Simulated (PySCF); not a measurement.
## Sc¹⁹⁺ (scandium, charge +19): Hartree-Fock from Schrödinger to Dirac-Coulomb-Breit

Occupied: 1s1/2. Hartree-Fock calculated with PySCF 2.14 in an uncontracted even-tempered set (19 s from 1.5 bohr⁻², ratio 2.3; 13 p from 1.8 bohr⁻², ratio 2.3), Gaussian nucleus throughout. NR is non-relativistic, sf-X2C the spin-free one-electron X2C Hamiltonian, X2C adds the bare one-electron spin-orbit term, X2C-SNSO screens it by Boettger's factors, DC is four-component Dirac-Coulomb, and the Gaunt and Breit terms are added at first order (total energies over the DC spinors, levels after relaxing the spinors in that mean field). QED terms are absent. Levels marked empty are virtual spinors of this ion.

| level (eV) | NR | sf-X2C | X2C | X2C-SNSO |
| --- | --- | --- | --- | --- |
| 1s1/2 | -5647.5 | -5678.5 | -5678.5 | -5678.5 |
| 2s1/2 (empty) | -1279.4 | -1288.1 | -1288.1 | -1288.1 |
| 2p1/2 (empty) | -1242.2 | -1245.7 | -1250.4 | -1250.2 |
| 2p3/2 (empty) | -1242.2 | -1245.7 | -1243.3 | -1243.4 |
| 3s1/2 (empty) | -560.07 | -563.09 | -563.09 | -563.09 |

Q: Where do the four-component calculations put these levels?

A: 1s1/2: DC -5680.1, DC+Gaunt -5676.9, DC+Breit -5676.9; 2s1/2 (empty): DC -1288.3, DC+Gaunt -1288.0, DC+Breit -1288.0; 2p1/2 (empty): DC -1250.1, DC+Gaunt -1249.5, DC+Breit -1249.6; 2p3/2 (empty): DC -1243.6, DC+Gaunt -1243.2, DC+Breit -1243.3; 3s1/2 (empty): DC -563.13, DC+Gaunt -563.04, DC+Breit -563.05 (eV).

```
Hamiltonian  E (hartree)  E − E(DC) (hartree)  CPU seconds
         NR    -427.9848               2.5067         0.62
     sf-X2C    -430.4328               0.0587         0.35
        X2C    -430.4328               0.0587         0.34
   X2C-SNSO    -430.4328               0.0587         0.25
         DC    -430.4915               0.0000          8.2
   DC+Gaunt    -430.3728               0.1186           13
   DC+Breit    -430.3728               0.1186           94
```

Weight of the small component: 1s1/2 0.00573, 2s1/2 0.00127, 2p1/2 0.00125, 2p3/2 0.00125, 3s1/2 0.000554.

Koopmans' value for the highest occupied level at DC+Breit: 5676.9 eV, against an ionisation energy of 5674.9 eV (theoretical estimate listed by NIST; NIST Atomic Spectra Database, ionization energies); the former lacks relaxation, correlation, QED and recoil.

The whole ladder took 120 s of wall time on 1 thread of Intel(R) Xeon(R) Platinum 8175M CPU @ 2.50GHz (shared host), launched as `OMP_NUM_THREADS=1 python relrun2.py TASK.json OUT` (a driver that calls PySCF for each Hamiltonian).
